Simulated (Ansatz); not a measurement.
`[AlH2][CH2]C[TeH]` + `[OH][AlH2]` → `[AlH2][O][AlH2]` + `CC[TeH]` at 700 K and 1 bar (ligand exchange at the Al–C bond).

Program: Ansatz. Geometries: PBE0-D4/def2-TZVP. ΔE: electronic, gas phase. CCSD(T)/CBS is the MP2 limit (def2-TZVPP, def2-QZVPP) plus CCSD(T) − MP2 in def2-TZVPP, frozen cores. This one scheme is used for every species. Elements past krypton have def2 core potentials. For Te outer-core shells are correlated without core-valence functions, which leaves a few kJ/mol of doubt a bond. One conformer a species, not always the lowest.

```csv
species,CCSD(T)/CBS energy (Eh),H − E (kJ/mol),S (J/(mol·K))
`[AlH2][CH2]C[TeH]`,-590.02964,277.1,497.4
`[OH][AlH2]`,-319.03157,111.2,312.7
`[AlH2][O][AlH2]`,-561.69291,143.7,397.8
`CC[TeH]`,-347.43450,246.7,397.8
```

H − E and S are ideal-gas, rigid-rotor, harmonic terms from PBE0-D4/def2-TZVP, for one conformer and one mirror image of each species. 1 Eh = 2625.50 kJ/mol, R = 8.31446 J/(mol·K).

Problem. By hand: ΔE, ΔH, ΔS and ΔG.

Solution. ΔE = (-561.69291) + (-347.43450) − (-590.02964) − (-319.03157) = -0.06620 Eh = -173.8 kJ/mol. Δ(H − E) = 143.7 + 246.7 − 277.1 − 111.2 = 2.1, so ΔH = -171.7 kJ/mol. ΔS = 397.8 + 397.8 − 497.4 − 312.7 = -14.5 J/(mol·K). ΔG = -171.7 − 700 × (-14.5)/1000 = -161.5 kJ/mol.

Problem. By hand: the equilibrium constant, and the temperature at which ΔG would vanish if ΔH and ΔS stayed fixed.

Solution. log₁₀ K = −ΔG/(RT ln 10) = 12.1. ΔG = 0 at ΔH/ΔS = 11841 K, far beyond where these terms or the molecules hold.

The number of gas molecules stays the same, so ΔS is small and ΔH decides. A doubt of 5 kJ/mol in ΔE shifts log₁₀ K by 0.4 here. Other conformers and mirror images would add mixing entropy, several J/(mol·K) or more a flexible species. These are equilibria of isolated gas molecules and say nothing of rates. Largest T1 diagnostic: 0.013 (customary marks: 0.02 for closed shells, 0.045 for open ones).
